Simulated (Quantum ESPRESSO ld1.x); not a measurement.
Values are calculated unless marked as measured or tabulated.
Question: All-electron atom: Hf III in [Xe] 4f12 5d4 (not the ground configuration). Level of theory: scalar-relativistic Kohn-Sham, LDA (Slater exchange, Perdew-Zunger correlation), spin-polarised, spherical densities, point nucleus; open shells are filled with parallel spins first (ld1.x of Quantum ESPRESSO 7.5). Some entries of the table are withheld. Estimate them.

orbital,occ.,eigenvalue (eV),<r> (bohr),<r^2> (bohr^2)
1s down,1,-65265.0,0.01900,0.0004955
1s up,1,-65265.0,0.01900,0.0004955
2s up,1,-11191.4,0.08042,0.007650
2s down,1,-11191.1,0.08042,0.007649
2p up,3,-9834.34,0.07175,0.006289
2p down,3,-9834.15,0.07175,0.006289
3s up,1,-2578.80,0.2089,0.04988
3s down,1,-2577.58,0.2088,0.04985
3p up,3,-2173.49,0.2087,0.05050
3p down,3,-2172.26,0.2087,0.05047
3d up,5,-1692.67,0.1891,0.04194
3d down,5,-1691.64,0.1891,0.04190
4s up,1,-547.428,0.4671,0.2463
4s down,1,-545.173,0.4672,0.2464
4p up,3,-413.854,0.4957,0.2795
4p down,3,-411.658,0.4958,0.2797
4d up,5,-241.236,0.5305,0.3261
4d down,5,-239.070,0.5307,0.3263
5s up,1,-91.9245,1.103,1.366
5s down,1,-89.6075,1.100,1.359
5p up,3,(1),(2),1.866
5p down,3,(3),(4),1.854
4f up,7,-49.9429,0.6297,0.4967
4f down,5,-47.7033,0.6294,0.4956
5d up,4,-21.1129,1.886,4.149
5d down,0,-18.4830,1.920,4.339

Answer: 
(1) 5p up eigenvalue (eV): -58.5542
(2) 5p up <r> (bohr): 1.283
(3) 5p down eigenvalue (eV): -56.0447
(4) 5p down <r> (bohr): 1.279
